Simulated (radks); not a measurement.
Spherical jellium clusters: N electrons in a uniform positive sphere of charge N and radius rs N^(1/3), rs = 5.56 bohr. Method: non-relativistic Kohn-Sham, LDA (Slater exchange, Perdew-Wang correlation), spin-polarised, spherical densities; computed with a radial shooting solver with Libxc functionals. Levels are named by radial order and angular momentum (1s, 1p, 1d, 2s, ...), and open shells are averaged over m.

N = 28, configuration 1s2 1p6 1d10 2s2 1f(up 7, down 1). This is the lowest configuration that the search found. Occupied and some empty levels:

level,occupation,eigenvalue (eV),<r> (bohr)
1s up,1,-3.5983,10.58
1s down,1,-3.4707,9.825
1p up,3,-3.2858,12.19
1p down,3,-3.1072,11.89
1d up,5,-2.8686,13.20
1d down,5,-2.6675,13.11
2s up,1,-2.5941,9.756
2s down,1,-2.5083,10.24
1f up,7,-2.3563,13.99
1f down,1,-2.1477,14.02
2p up,0,-1.9096,11.40
2p down,0,-1.8228,11.52
1g up,0,-1.7610,14.70
1g down,0,-1.5547,14.82
2d up,0,-1.2247,13.30
2d down,0,-1.1257,13.38

Energy (eV): total -50.6359, kinetic 27.482, external -1512.1, Hartree 754.74, exchange-correlation -78.893, background 758.15.
